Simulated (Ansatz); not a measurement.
The cluster Hf₄, relaxed as a triplet with UKS PBE-D4/def2-SVP in Ansatz, starting from the PBE-D4/def2-SVP geometry of the neutral singlet. Force threshold 0.02 eV/Å.

In the def2 sets Hf takes a core potential; there is no spin–orbit coupling. The relaxation made no stability test and no search for a lower SCF solution. At PBE0-D4/def2-TZVP a quintet of charge 0 lies 0.22 eV below the triplet, each at its own geometry. That quintet is doubtful there (⟨S²⟩ 6.40, where a pure state has 6.00). The structure comes from a short search, and lower isomers may exist.

Start:

```xyz
4

Hf    1.126   -0.963   -0.847
Hf    0.825    0.984    1.124
Hf   -1.102   -1.007    0.827
Hf   -0.849    0.986   -1.104
```

| step | energy (eV) | largest force component (eV/Å) | SCF passes |
| --- | --- | --- | --- |
| 1 | -5221.5244 | 0.445 | 123 |
| 2 | -5221.5563 | 0.416 | 64 |
| 3 | -5221.5815 | 0.150 | 58 |
| 4 | -5221.6000 | 0.183 | 72 |
| 5 | -5221.6007 | 0.127 | 55 |
| 6 | -5221.6070 | 0.078 | 55 |
| 7 | -5221.6079 | 0.018 | 47 |

Force components are those of the run's own axes.

End:

```xyz
4

Hf    1.182   -0.885   -0.890
Hf    0.868    0.908    1.180
Hf   -1.159   -0.933    0.871
Hf   -0.891    0.909   -1.162
```

By distances, no bond broke or formed. The bond that changes most is Hf2–Hf4, from 2.79 to 2.93 Å (atoms count from 1).

No frequencies were taken in this run, so the end may be a saddle point.

Run time 42 s (4 threads of Arm Neoverse V1 on a shared host).
